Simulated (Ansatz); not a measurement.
`C[N]([GeH3])[InH2]` + HI → `[InH2][I]` + `C[NH][GeH3]` at 500 K and 1 bar (ligand exchange at the In–N bond).

Program: Ansatz. Geometries: PBE0-D4/def2-TZVP. ΔE: electronic, gas phase. CCSD(T)/CBS adds triple-zeta CCSD(T) − MP2 to the extrapolated MP2 energy (def2 sets, frozen cores). def2 core potentials past Kr. For Ge, I, In outer-core shells are correlated without core-valence functions, which leaves a few kJ/mol of doubt a bond. Scalar relativity is left out up to krypton.

```tsv
species	CCSD(T)/CBS energy (Eh)	H − E (kJ/mol)	S (J/(mol·K))
`C[N]([GeH3])[InH2]`	-2363.46641	260.2	456.6
HI	-298.03592	28.6	221.6
`[InH2][I]`	-488.48444	58.0	326.8
`C[NH][GeH3]`	-2173.06430	241.1	362.9
```

H − E and S are ideal-gas, rigid-rotor, harmonic terms from PBE0-D4/def2-TZVP, for one conformer and one mirror image of each species. 1 Eh = 2625.50 kJ/mol, R = 8.31446 J/(mol·K).

Question: By hand: ΔE, ΔH, ΔS and ΔG.

Answer: ΔE = (-488.48444) + (-2173.06430) − (-2363.46641) − (-298.03592) = -0.04641 Eh = -121.8 kJ/mol. Δ(H − E) = 58.0 + 241.1 − 260.2 − 28.6 = 10.3, so ΔH = -111.5 kJ/mol. ΔS = 326.8 + 362.9 − 456.6 − 221.6 = 11.5 J/(mol·K). ΔG = -111.5 − 500 × (11.5)/1000 = -117.2 kJ/mol.

Question: By hand: the equilibrium constant, and the temperature at which ΔG would vanish if ΔH and ΔS stayed fixed.

Answer: log₁₀ K = −ΔG/(RT ln 10) = 12.2. ΔH and −TΔS have one sign here, so there is no such temperature.

The number of gas molecules stays the same, so ΔS is small and ΔH decides. A doubt of 5 kJ/mol in ΔE shifts log₁₀ K by 0.5 here. Other conformers and mirror images would add mixing entropy, several J/(mol·K) or more a flexible species. These are equilibria of isolated gas molecules and say nothing of rates. Largest T1 diagnostic: 0.015 (customary marks: 0.02 for closed shells, 0.045 for open ones).

ΔS is within the doubt of such terms, so its sign, and with it that verdict, could turn.
